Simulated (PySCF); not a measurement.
Work out the structure from these simulated measurements.

Formula: C7H9NO.

| Property | Result |
| --- | --- |
| UV, strongest line | among the 6 lowest singlet transitions: S2 at 6.47 eV (192 nm, f = 0.007) [TDDFT PBE0/def2-SVPD] |
| Rotational structure | rotational constants A, B, C: 4.941, 0.757, 0.690 GHz [GFN2-xTB] |
| Polarisability | 91.3 au [PBE0/def2-SVPD] |
| 13C NMR | chemical shifts (computed TMS as zero) by class: 174.6 (1 C), 86.4 (1 C), 85.4 (1 C), 51.4 (1 C), 40.4 (1 C), 28.4 (1 C), 4.6 (1 C) ppm [GIAO PBE0/pcSseg-1] |
| 1H NMR | chemical shifts (computed TMS as zero) by class: 4.06 (1 H), 3.60 (1 H), 3.42 (1 H), 3.15 (1 H), 2.39 (1 H), 2.26 (1 H), 2.00 (3 H) ppm [GIAO PBE0/pcSseg-1] |
| UV, first state | lowest singlet excitation: 5.72 eV (217 nm, f = 0.000) [TDDFT PBE0/def2-SVPD] |

The electronic properties come from PySCF, for the isolated species, density fitting. Levels stand in brackets. Geometry: GFN2-xTB, one conformer, isolated molecule. Each NMR value is the plain mean over a class of atoms that symmetry, rotation or inversion makes alike.

Problem. Propose a structure and show how it fits.

Solution. Numbering: `[CH3:1][C:2]#[C:3][C@H:4]1[CH2:5][NH:6][C:7](=[O:8])[CH2:9]1`. Its formula, C7H9NO, gives 4 degrees of unsaturation: 1 ring and 3 π bonds in the structure found. 7 carbons fall into 7 classes; from least to most shielded: amide carbonyl carbon [C7] (174.6 ppm), alkyne carbon [C3] (86.4 ppm), alkyne carbon [C2] (85.4 ppm), ring sp3 carbon bound to nitrogen [C5] (51.4 ppm), sp3 carbon next to a carbonyl [C9] (40.4 ppm), propargylic carbon [C4] (28.4 ppm), propargylic carbon [C1] (4.6 ppm). Hydrogen classes from least to most shielded: 1 H on an amide nitrogen, N6 (4.06 ppm), 1 H on an sp3 carbon bound to nitrogen, C5 (3.60 ppm), 1 H on an sp3 carbon bound to nitrogen, C5 (3.42 ppm), 1 H on a propargylic carbon, C4 (3.15 ppm), 1 H on an sp3 carbon next to a carbonyl, C9 (2.39 ppm), 1 H on an sp3 carbon next to a carbonyl, C9 (2.26 ppm), 3 H on a propargylic carbon, C1 (2.00 ppm). The optimised geometry has point group C1 and is an asymmetric top. Structure: `CC#C[C@H]1CNC(=O)C1`. Computed isomers that give other values at the same levels: `NC(=O)C1=CCCC=C1` (13C chemical shifts (computed TMS as zero) by class: 168.3 (1 C), 144.7 (1 C), 136.9 (1 C), 135.7 (1 C), 129.7 (1 C), 26.4 (1 C), 25.3 (1 C) ppm); `C#CC(=O)NCC1CC1` (13C chemical shifts (computed TMS as zero) by class: 154.3 (1 C), 82.4 (1 C), 79.9 (1 C), 45.4 (1 C), 16.6 (1 C), 5.8 (2 C) ppm); `COCc1cccnc1` (13C chemical shifts (computed TMS as zero) by class: 154.2 (1 C), 152.0 (1 C), 140.1 (1 C), 139.7 (1 C), 128.4 (1 C), 76.4 (1 C), 61.5 (1 C) ppm). The assignments are read from this structure; whether some other isomer fits the data as well wasn't checked. The mirror image fits equally.
